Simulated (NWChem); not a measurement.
System: CH₄O₂Si₂; SMILES C1(=O)[SiH2]O[SiH2]1

```xyz
9

O      0.0000     0.0000     2.2509
C      0.0000     0.0000     1.0580
Si     0.0000     1.3404    -0.4075
O      0.0000     0.0000    -1.4386
Si     0.0000    -1.3404    -0.4075
H      1.2244     2.1785    -0.5645
H     -1.2244     2.1785    -0.5645
H      1.2244    -2.1785    -0.5645
H     -1.2244    -2.1785    -0.5645
```
Atoms are numbered in this order, from 1.

All runs: NWChem. Pople sets run with spherical d functions. Coordinates come from a PBE0/def2-SVP optimisation. Vzz is the largest principal value of the second derivative of the potential at the nucleus (NWChem prints the opposite sign); η is the asymmetry. Non-relativistic.

For level CAM-B3LYP/def2-TZVP:

```
Item           Result
-------------  ------
Vzz O1 (a.u.)  -1.931
η O1             0.78
η O4             0.19
```

Q: Estimate the same quantities for level B3LYP/6-31G*.

A: 
| Quantity | Value |
|---|---|
| Vzz O1 (a.u.) | -1.832 |
| η O1 | 0.64 |
| η O4 | 0.30 |
